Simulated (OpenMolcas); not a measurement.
Fe4+: moving or changing the point charges

Fe4+ among 2 point charges of -2.5 e arranged as a linear pair (D∞h), 1.91 Å from the ion.

```yaml
Program: OpenMolcas 26.06
Method: "SS-CASPT2, IPEA 0.25 Eh, imaginary shift 0.1 Eh (closed shells correlated: 3s 3p)"
Basis: ANO-RCC-VDZP [5s4p2d1f]
Scalar_Hamiltonian: DKH2, point nucleus
Active_space: 4 electrons in 5 orbitals (3d)
State_averaging: 2S+1 = 5 even, 5 roots; 2S+1 = 3 even, 45 roots; 2S+1 = 1 even, 50 roots
Spin-orbit_coupling: state interaction with AMFI integrals over the reference wave functions
```

Runs around this geometry, states (labels by Λ). Energies in cm-1 above the lowest state or level, χT in cm3 K/mol.

```
R (Å)  q (e)  Ground state  First state of that spin  First gap with spin-orbit (degeneracies)  χT at 300 K  First state of another spin
 1.91  -1.25            5Σ                   5Π 2420                                 28 (1, 2)        2.429                     3Γ 27500
 1.72   -2.5            5Σ                   5Π 6330                                 13 (1, 2)        2.781                     3Φ 26850
 1.91   -2.5            5Σ                   5Π 4470                                 17 (1, 2)        2.687                     3Γ 27620
 2.05   -2.5            5Σ                   5Π 3540                                 21 (1, 2)        2.604                     3Γ 27620
```

Taking the first state of the same spin as R^-n, n = -ln(3540 / 6330) / ln(2.05 / 1.72) = 3.3 between the shortest and longest distance.

Scaling the charges by -1.25 / -2.5 = 0.50 scales the first state of the same spin by 2420 / 4470 = 0.54; with fixed orbitals a first-order splitting would follow the charge.

Roots that are degenerate in the reference are averaged as groups; the widest CASPT2 spread within a group is 72 cm-1 (the 2-fold group of multiplicity 1 near 114000 cm-1 above the lowest state of its run, R = 2.05, q = -2.5). Shifts and gaps below about the spread of the groups concerned are not significant. Point charges give a weaker field than real ligands, and real ions of this kind are often low spin; the high spin found here belongs to the model. Free-ion shares, where given, are those of the reference states; single-state CASPT2 does not remix them. This is an electrostatic model: the charges have no orbitals. No measured value stands beside these numbers.
